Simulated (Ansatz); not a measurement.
## Energy profile

The step: GePH₆Br ([GeH3][PH3][Br]) → GePH₅ ([PH2][GeH3]) + HBr; bonds formed: Br2–H6; bonds broken: Br2–P7, H6–P7 (atoms numbered as in the saddle structure below).

Ge1  (-1.200, -0.307, -0.303)
Br2  (0.768, 2.413, -0.806)
H3  (-1.742, -1.697, 0.094)
H4  (-1.926, 0.801, 0.444)
H5  (-1.125, -0.159, -1.816)
H6  (1.702, 0.598, -0.469)
P7  (1.007, -0.324, 0.429)
H8  (1.074, 0.313, 1.674)
H9  (1.441, -1.639, 0.754)
(Å)

Electronic energies by CCSD(T) at an estimated basis limit (MP2 extrapolated from triple and quadruple zeta, plus CCSD(T) − MP2 in triple zeta), on PBE0-D4/def2-TZVP structures; GePH$_{6}$Br, closed shell; no counterpoise correction. Program: Ansatz 0.2.0. Basis: def2-TZVPP and def2-QZVPP. Cores are frozen in the correlated methods. Filled d shells of the heavier atoms are correlated. The def2 sets are not built for correlating such inner shells, so the correlated values are less sure here. Extrapolation: Hartree–Fock as exp(−7.88 √X), correlation as X^−2.97.

(1) Give the profile in kcal/mol, counted from the start structure. (An estimate is asked for; the value comes from the calculation.)

T1 diagnostic: at most 0.013.

Answers

(1) Computed:
| point | kcal/mol |
| --- | --- |
| start structure | 0.00 |
| saddle | 8.33 |
| end structure | -9.71 |
| separated: GePH$_{5}$ (linked as [PH2][GeH3]; Ge1, H3, H4, H5, P7, H8, H9; singlet) + HBr (Br2, H6; singlet) | -6.99 |

For scale, one of the runs: CCSD(T)/def2-TZVPP, 222 basis functions, launched by `ansatz run in.yaml --threads 8 --pin off --events-out ev --progress --plain --max-ram 19148MiB`. Hardware: 8 CPU threads of an Intel Xeon 6975P-C, shared host. Wall time 25 s; peak host memory 3.7 GiB.
